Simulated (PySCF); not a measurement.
Electron correlation in Sn³⁸⁺ (tin, charge +38)

Starting occupation: [Ne] 3s2. Calculation: PySCF 2.14, in an uncontracted even-tempered set (18 s from 2.6 bohr⁻², ratio 2.6; 14 p from 3.4 bohr⁻², ratio 2.6; 6 d from 3.5 bohr⁻², ratio 2.8; 4 f from 50 bohr⁻², ratio 2.8); X2C-1e with screened-nucleus spin-orbit coupling, Gaussian nucleus. Frozen: 1s2; 10 electrons correlated; the 54 highest virtual spinors left out.

MP2 pair energies summed by pair of shells (mhartree):

```json
{"pair": "3s1/2-3s1/2", "energy": "-107.06", "share (%)": "23.1"}
{"pair": "2p1/2-2p3/2", "energy": "-98.73", "share (%)": "21.3"}
{"pair": "2p3/2-2p3/2", "energy": "-94.35", "share (%)": "20.4"}
{"pair": "2p3/2-2s1/2", "energy": "-40.71", "share (%)": "8.8"}
{"pair": "2p3/2-3s1/2", "energy": "-39.80", "share (%)": "8.6"}
{"pair": "2p1/2-2p1/2", "energy": "-23.07", "share (%)": "5.0"}
{"pair": "2p1/2-2s1/2", "energy": "-20.85", "share (%)": "4.5"}
{"pair": "2p1/2-3s1/2", "energy": "-18.46", "share (%)": "4.0"}
{"pair": "2s1/2-2s1/2", "energy": "-10.90", "share (%)": "2.4"}
{"pair": "2s1/2-3s1/2", "energy": "-9.07", "share (%)": "2.0"}
```

Total MP2 correlation energy: -463.00 mhartree.

The virtual space was cut to 56 spinors, which keep -408.27 of the -463.00 mhartree of MP2 correlation.

```csv
level,correlation energy (mhartree)
CCSD,-439.18
```

Diagnostics: T1 = 0.00021, largest double amplitude 0.086.

Cost of the coupled-cluster step: about 14 core-seconds, for 10 occupied and 56 virtual spinors.

The coupled-cluster values are those of the cut space; adding the MP2 remainder, -54.73 mhartree, estimates the full space.

At this charge the one-electron X2C treatment keeps the bare 1/r₁₂, with no two-electron picture change or Breit term. The effect here is smaller than on the frozen 1s shell.
